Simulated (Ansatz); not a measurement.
H6KNSi2, relaxed with RKS PBE-D4/def2-SVP in Ansatz from a rough embedded geometry. The force threshold is 0.03 eV/Å; the program also tests the step.

The species carries charge 0 and has multiplicity 1. The bonds changed during the relaxation, so this is another structure than the one it started from.

Start:

```xyz
10

Si    0.905   -0.788   -0.756
N     0.203    0.805   -0.449
Si   -0.576    0.696    1.126
K    -1.637    1.054   -2.089
H     1.580   -0.743   -2.134
H     1.998   -1.089    0.216
H    -0.074   -1.859   -0.771
H    -1.262    1.912    1.477
H    -1.566   -0.393    1.172
H     0.428    0.405    2.210
```

Q: How much energy does the relaxation release, and in how many steps? (An estimate is asked.)

A: Ansatz gave: 0.62 eV, in 9 steps.

Q: Which bonds change most? (Estimate.)

A: The calculation gave: Si3–K4 from 3.404 to 3.518 Å; Si1–K4 from 3.411 to 3.521 Å; Si3–H8 from 1.439 to 1.538 Å; Si1–H7 from 1.451 to 1.522 Å.

Q: Give the relaxed structure. (An estimate is asked.)

A: The calculation gave: 
```xyz
10

Si    0.912   -0.980   -0.859
N    -0.136    0.230   -0.281
Si   -0.757    0.610    1.258
K    -0.822    1.849   -2.034
H     1.128   -0.719   -2.358
H     2.317   -1.019   -0.278
H     0.419   -2.419   -0.799
H    -1.603    1.885    1.106
H    -1.706   -0.393    1.897
H     0.247    0.954    2.348
```
